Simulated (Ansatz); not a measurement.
The same path of C2H6BN (10 atoms, charge 0, multiplicity 1) was run twice with different band settings. The coordinate that changes most is the dihedral H7–C2–B3–N4.

All numbers below come from RKS r2SCAN/6-31G in Ansatz.

Relaxed end points:

```xyz
10
Properties=species:S:1:pos:R:3
C -0.591 1.672 -0.658
C -0.087 0.750 0.189
B 0.084 -0.742 -0.202
N 0.609 -1.676 0.707
H -0.900 1.395 -1.666
H -0.716 2.721 -0.392
H 0.206 1.090 1.190
H -0.231 -1.130 -1.296
H 0.731 -2.652 0.481
H 0.896 -1.428 1.646
```

```xyz
10
Properties=species:S:1:pos:R:3
C 0.011 1.563 -0.398
C -0.788 0.622 0.149
B -0.466 -0.904 0.158
N 0.861 -1.360 0.215
H 0.957 1.302 -0.874
H -0.251 2.621 -0.421
H -1.743 0.956 0.566
H -1.338 -1.729 0.110
H 1.107 -2.339 0.186
H 1.650 -0.732 0.308
```

Common settings: spring 5.0 eV/Å²; optimiser quadratic models (default); start path through a guess of the saddle point; force threshold 0.05 eV/Å; end points relaxed.

| run | movable images | climbing image | iteration limit |
| --- | --- | --- | --- |
| 1 | 7 | yes | 33 |
| 2 | 8 | no | 35 |

**Question.** What does each run give, and how far can it be trusted?

**Answer.** Run 1: converged after 22 iterations, highest image 0.223 eV above the first end. A vibrational analysis at the climbing image gives one clearly imaginary mode, 164i cm⁻¹: a first-order saddle point.
Run 2: converged after 17 iterations, highest image 0.223 eV above the first end. No image climbed, so the highest image needn't sit at the top of the path.
Limits of this set-up: no polarisation functions.
